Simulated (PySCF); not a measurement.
CH7FO2Si2, SMILES CO[Si@H](F)O[SiH3].

Coordinates come from a r2SCAN-D4/def2-SVP optimisation. The structure was generated by enumeration; whether it is a known compound was not checked. Other conformers were not sampled.

Method: PBE/def2-TZVP run with PySCF.

Gas-phase values at a fixed geometry.

### Question
Estimate the frontier levels, gap, dipole moment and polarisability. (The exact figures need the calculation; the answer reports its results.)

### Answer

highest occupied level: -7.16 eV
lowest empty level: -0.87 eV
orbital gap: 6.29 eV
dipole moment: 1.32 D
quadrupole, principal values (traceless, Buckingham form, about the centre of nuclear charge): -5.48, -0.81, 6.30 D·Å
mean static polarisability: 68.8 bohr³ (10.19 Å³)
polarisability, principal values: 60.8, 69.4, 76.1 bohr³
